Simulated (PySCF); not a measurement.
C3H4BrCl, SMILES C/C(Cl)=C\Br. Geometry: r2SCAN-D4/def2-SVP.

Computed equilibrium geometry at r2SCAN-D4/def2-SVP (PySCF confirms it by a frequency run) as Cartesian coordinates in Å, and its point group:
point group Cs.
```xyz
9

C     -1.6851    -1.0687     0.0000
C     -0.1978    -1.0713     0.0000
Cl     0.5215    -2.6714     0.0000
C      0.6505    -0.0318     0.0000
Br     0.0857     1.7669     0.0000
H     -2.0667    -1.5999     0.8869
H     -2.0722    -0.0413     0.0000
H     -2.0667    -1.5999    -0.8869
H      1.7345    -0.1557     0.0000
```
